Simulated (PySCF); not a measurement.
PySCF input (BP86/def2-TZVPD):

```python
from pyscf import gto, scf, dft

mol = gto.M(
    atom='''
    In   -0.00000000   -0.00000000   -0.03605115
    H     0.00000000    0.00000000    1.76650620
    ''',
    basis='def2-tzvpd',
    ecp='def2-tzvp',
    charge=0,
    spin=2,
    symmetry='C2v',
    verbose=4,
)

mf = dft.UKS(mol, xc='bp86').density_fit(auxbasis='def2-universal-jkfit')
mf.grids.level = 3
mf.conv_tol = 1e-9
mf.max_cycle = 100
mf.max_memory = 1500
mf.kernel()
if not mf.converged:
    mf = mf.newton()
    mf.kernel(mf.make_rdm1())
mf.analyze()
```

End of the output:

```
Extra cycle  E= -190.757579580335  delta_E= 7.19e-12  |g|= 4.46e-06  |ddm|= 1.32e-05
converged SCF energy = -190.757579580335  <S^2> = 2.0042212  2S+1 = 3.0028128
**** SCF Summaries ****
Total Energy =                        -190.757579580334721
Nuclear Repulsion Energy =               6.164975238829434
One-electron Energy =                 -347.264645278343437
Two-electron Energy =                  150.342090459179275
Two-electron Coulomb Energy =          167.462154143206590
DFT Exchange-Correlation Energy =      -17.120063684027304
HOMO-LUMO gap [eV] =                    -1.868707984318914
Wave-function symmetry = B1
alpha occupancy for each irrep:     A1   A2   B1   B2
                                     6    1    3    2
beta  occupancy for each irrep:     A1   A2   B1   B2
                                     5    1    2    2
**** MO energy ****
alpha MO #1 (A1 #1), energy= -4.4932330826278 occ= 1
alpha MO #2 (B2 #1), energy= -2.93743765768137 occ= 1
alpha MO #3 (A1 #2), energy= -2.93168983862455 occ= 1
alpha MO #4 (B1 #1), energy= -2.92742279688904 occ= 1
alpha MO #5 (A1 #3), energy= -0.704410522270892 occ= 1
alpha MO #6 (B2 #2), energy= -0.699765301757711 occ= 1
alpha MO #7 (A2 #1), energy= -0.695638959904787 occ= 1
alpha MO #8 (A1 #4), energy= -0.693058610776037 occ= 1
alpha MO #9 (B1 #2), energy= -0.691649598506774 occ= 1
alpha MO #10 (A1 #5), energy= -0.382484771622156 occ= 1
alpha MO #11 (A1 #6), energy= -0.242557538549362 occ= 1
alpha MO #12 (B1 #3), energy= -0.117626744791564 occ= 1
alpha MO #13 (B2 #3), energy= -0.112246163025033 occ= 0
alpha MO #14 (A1 #7), energy= -0.01724551407343 occ= 0
alpha MO #15 (A1 #8), energy= -0.00296014513750809 occ= 0
alpha MO #16 (B1 #4), energy= 0.0323114443665276 occ= 0
alpha MO #17 (A2 #2), energy= 0.0365764537710049 occ= 0
alpha MO #18 (B2 #4), energy= 0.0405729856715835 occ= 0
alpha MO #19 (A1 #9), energy= 0.0429674478004153 occ= 0
alpha MO #20 (A1 #10), energy= 0.0457742249843808 occ= 0
alpha MO #21 (B1 #5), energy= 0.0566409107937833 occ= 0
alpha MO #22 (B2 #5), energy= 0.0643172801617111 occ= 0
alpha MO #23 (A1 #11), energy= 0.0907224392912687 occ= 0
alpha MO #24 (B1 #6), energy= 0.163907034449899 occ= 0
alpha MO #25 (A1 #12), energy= 0.166606953228459 occ= 0
alpha MO #26 (B2 #6), energy= 0.167594988012896 occ= 0
alpha MO #27 (A2 #3), energy= 0.198022109572513 occ= 0
alpha MO #28 (A1 #13), energy= 0.204572310237423 occ= 0
alpha MO #29 (B1 #7), energy= 0.234371901025764 occ= 0
alpha MO #30 (A1 #14), energy= 0.240241524113648 occ= 0
alpha MO #31 (B2 #7), energy= 0.240489637965038 occ= 0
alpha MO #32 (A1 #15), energy= 0.310537195530558 occ= 0
alpha MO #33 (A1 #16), energy= 0.422078115249141 occ= 0
alpha MO #34 (B1 #8), energy= 0.469673504034807 occ= 0
alpha MO #35 (B2 #8), energy= 0.471988593329447 occ= 0
alpha MO #36 (A1 #17), energy= 0.551585513602512 occ= 0
alpha MO #37 (A2 #4), energy= 0.637815858445745 occ= 0
alpha MO #38 (A1 #18), energy= 0.640716350242064 occ= 0
alpha MO #39 (B1 #9), energy= 0.641717292609664 occ= 0
alpha MO #40 (B2 #9), energy= 0.642803579319519 occ= 0
alpha MO #41 (B2 #10), energy= 0.687657838788788 occ= 0
alpha MO #42 (B1 #10), energy= 0.688596018579889 occ= 0
alpha MO #43 (A1 #19), energy= 0.831370606341008 occ= 0
alpha MO #44 (A2 #5), energy= 0.954460606497199 occ= 0
alpha MO #45 (B2 #11), energy= 0.956820640080837 occ= 0
alpha MO #46 (B1 #11), energy= 0.957283578647808 occ= 0
alpha MO #47 (A1 #20), energy= 0.957669472087272 occ= 0
alpha MO #48 (A1 #21), energy= 0.974324918396102 occ= 0
alpha MO #49 (B2 #12), energy= 1.5834108047033 occ= 0
alpha MO #50 (B1 #12), energy= 1.58492382834618 occ= 0
alpha MO #51 (A1 #22), energy= 1.97746859485837 occ= 0
alpha MO #52 (A2 #6), energy= 2.08111415028985 occ= 0
alpha MO #53 (A1 #23), energy= 2.0814135208804 occ= 0
alpha MO #54 (B1 #13), energy= 2.08204695336735 occ= 0
alpha MO #55 (B2 #13), energy= 2.08237042530386 occ= 0
alpha MO #56 (A1 #24), energy= 2.12878490259739 occ= 0
alpha MO #57 (B2 #14), energy= 2.14154148636955 occ= 0
alpha MO #58 (B1 #14), energy= 2.14908979476532 occ= 0
alpha MO #59 (A1 #25), energy= 2.60454815098556 occ= 0
alpha MO #60 (A1 #26), energy= 2.75216663554211 occ= 0
alpha MO #61 (A1 #27), energy= 37.5371578455844 occ= 0
alpha MO #62 (B2 #15), energy= 38.7211500762716 occ= 0
alpha MO #63 (B1 #15), energy= 38.7227452431657 occ= 0
alpha MO #64 (A1 #28), energy= 38.8627157313121 occ= 0
alpha MO #65 (A1 #29), energy= 125.542918560147 occ= 0
beta  MO #1 (A1 #1), energy= -4.4914486096081 occ= 1
beta  MO #2 (B2 #1), energy= -2.93612481841857 occ= 1
beta  MO #3 (A1 #2), energy= -2.93005684540681 occ= 1
beta  MO #4 (B1 #1), energy= -2.92439367372275 occ= 1
beta  MO #5 (A1 #3), energy= -0.699015155279668 occ= 1
beta  MO #6 (B2 #2), energy= -0.695640030749582 occ= 1
beta  MO #7 (A2 #1), energy= -0.689477593615748 occ= 1
beta  MO #8 (A1 #4), energy= -0.685556415641969 occ= 1
beta  MO #9 (B1 #2), energy= -0.684422155885801 occ= 1
beta  MO #10 (A1 #5), energy= -0.344348606953699 occ= 1
beta  MO #11 (A1 #6), energy= -0.186300497129848 occ= 0
beta  MO #12 (B2 #3), energy= -0.0911199077695257 occ= 0
beta  MO #13 (B1 #3), energy= -0.0715292828493967 occ= 0
beta  MO #14 (A1 #7), energy= -0.00198419364845925 occ= 0
beta  MO #15 (A1 #8), energy= 0.0204523640614465 occ= 0
beta  MO #16 (B2 #4), energy= 0.0480084327986066 occ= 0
beta  MO #17 (B1 #4), energy= 0.0487816821750062 occ= 0
beta  MO #18 (A2 #2), energy= 0.0510453567429812 occ= 0
beta  MO #19 (A1 #9), energy= 0.0533885563483042 occ= 0
beta  MO #20 (A1 #10), energy= 0.0556665532132361 occ= 0
beta  MO #21 (B2 #5), energy= 0.0708483246606355 occ= 0
beta  MO #22 (B1 #5), energy= 0.076178561430543 occ= 0
beta  MO #23 (A1 #11), energy= 0.108702197548725 occ= 0
beta  MO #24 (B2 #6), energy= 0.184396262419265 occ= 0
beta  MO #25 (A1 #12), energy= 0.18575752787637 occ= 0
beta  MO #26 (B1 #6), energy= 0.191311828244249 occ= 0
beta  MO #27 (A2 #3), energy= 0.229407171291767 occ= 0
beta  MO #28 (A1 #13), energy= 0.231466358715518 occ= 0
beta  MO #29 (B2 #7), energy= 0.262430981650056 occ= 0
beta  MO #30 (A1 #14), energy= 0.268139221677413 occ= 0
beta  MO #31 (B1 #7), energy= 0.270532346704348 occ= 0
beta  MO #32 (A1 #15), energy= 0.34304529962147 occ= 0
beta  MO #33 (A1 #16), energy= 0.442017408313371 occ= 0
beta  MO #34 (B2 #8), energy= 0.487028762312194 occ= 0
beta  MO #35 (B1 #8), energy= 0.503796447053372 occ= 0
beta  MO #36 (A1 #17), energy= 0.586237445474231 occ= 0
beta  MO #37 (A2 #4), energy= 0.677443871304631 occ= 0
[...]
```

This is an excited triplet: at this geometry the singlet lies 1.95 eV lower at CCSD(T)/CBS(def2-TZVPPD,def2-QZVPPD).
